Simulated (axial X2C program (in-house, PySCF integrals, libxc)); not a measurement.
Spin–orbit effects along a row: molecules with Rb, PBE0

All values come from calculations with an axial X2C code built on PySCF integrals, spin-free (one-electron X2C) or two-component (2c: spin–orbit coupling with atomic mean-field Coulomb and Gaunt terms, which also bring small scalar terms), in Dyall basis sets with cores contracted in-house; open shells are unrestricted.

Basis sets: B dyall-v3z, Be dyall-cv3z, C dyall-v3z, Li dyall-cv3z, N dyall-av3z, O dyall-av3z, Rb dyall-cv3z.

| molecule | spin-free state | Re (Å) | ωe (cm⁻¹) | De (eV) | 2c state | Re 2c (Å) | ωe 2c (cm⁻¹) | De 2c (eV) |
| --- | --- | --- | --- | --- | --- | --- | --- | --- |
| LiRb | M_S = 0, Λ = 0 | 3.525 | 190.8 | 0.62 | Ω = 0 | 3.524 | 190.8 | 0.62 |
| RbBe | M_S = 1/2, Λ = 0 | 3.537 | 152.0 | 0.28 | Ω = 1/2 | 3.537 | 152.0 | 0.28 |
| RbB | M_S = 1, Λ = 1 | 2.959 | 247.8 | 0.92 | Ω = 2 | 2.960 | 247.6 | 0.92 |
| RbC | M_S = 3/2, Λ = 0 | 2.623 | 323.5 | 2.24 | Ω = 3/2 | 2.623 | 323.6 | 2.24 |
| RbN | M_S = 1, Λ = 0 | 2.643 | 276.7 | 1.07 | Ω = 1 | 2.642 | 276.8 | 1.07 |
| RbO | M_S = 1/2, Λ = 0 | 2.239 | 379.4 | 2.83 | Ω = 1/2 | 2.238 | 379.4 | 2.83 |

Each entry is the lowest single determinant of a limited PBE0 search at one distance. De goes to single-determinant-based atoms at the same level (for ions the charge split of lowest energy) and is withheld (n/a) where an atom does not fit its ground term or J level. Main or longest-lived isotopes. One determinant is a doubtful description, or other states lie close, for RbB, RbC, RbN, RbO; these need not be ground states, and all values refer to the states named. Some open-shell Ω = 0 determinants are out of reach, so the Ω given for RbB, RbN need not be the lowest component. With several unpaired electrons the Ω given is that of one determinant, not necessarily of the lowest component. Some light 2c atoms are not at their ground J level, so De misses part of their lowering (0.04 eV or less). The functionals have no current term, which raises determinants with orbital currents. Where the atoms have a lower orbital projection than the molecule, De at mean-field level may be about a tenth of an eV too small.
